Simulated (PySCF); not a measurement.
## Dipole moment and polarisability across levels of theory

Compound: trimethylsilane, C3H10Si.
Atom-mapped SMILES: `[CH3:1][SiH:2]([CH3:3])[CH3:4]` (hydrogens: H5, H6, H7 on C1; H8 on Si2; H9, H10, H11 on C3; H12, H13, H14 on C4)

PySCF, dipoles from the SCF density, polarisabilities from static response with core orbitals frozen. Isolated species at its PBE0-D3(BJ)/def2-SVP geometry, gas phase.

The anisotropy is √(½[(α1 − α2)² + (α2 − α3)² + (α3 − α1)²]).

```csv
level,μ (D),α (Å³),anisotropy (Å³)
LDA/def2-SVPD,0.593,10.36,1.34
PBE/def2-SVPD,0.582,10.15,1.31
B3LYP/def2-SVPD,0.547,9.86,1.20
PBE0/def2-SVPD,0.574,9.78,1.20
BHandHLYP/def2-SVPD,0.535,9.50,1.09
CAM-B3LYP/def2-SVPD,0.543,9.71,1.13
wB97X-D/def2-SVPD,0.567,9.70,1.14
LC-wPBE/def2-SVPD,0.572,9.46,1.07
HF/def2-SVPD,0.534,9.12,0.95
PBE0/6-31G*,0.641,7.96,0.85
PBE0/6-31+G*,0.587,9.02,0.94
PBE0/def2-SVP,0.605,8.50,0.83
PBE0/aug-cc-pVDZ,0.569,10.03,1.27
PBE0/def2-TZVP,0.584,9.50,1.16
PBE0/def2-TZVPD,0.578,9.95,1.26
```

The dipole runs from 0.53 D (HF/def2-SVPD) to 0.64 D (PBE0/6-31G*). No reference polarisability is at hand; against PBE0 in the largest diffuse basis at hand (def2-TZVPD) the other PBE0 rows deviate by 6-31G* -20%, 6-31+G* -9%, def2-SVP -15%, def2-SVPD -2%, aug-cc-pVDZ +1%, def2-TZVP -5%. In one basis (def2-SVPD) the functionals order the polarisability from HF (lowest) to LDA (highest), a spread of 14%. With PBE0 the polarisability is 8.65 Å³ without diffuse functions (mean of 6-31G*, def2-SVP and def2-TZVP) and 9.69 Å³ with them (mean of 6-31+G*, def2-SVPD, aug-cc-pVDZ and def2-TZVPD).

Without π bonds the low states are Rydberg-like; a valence basis with one diffuse set may place them up to an eV too high.
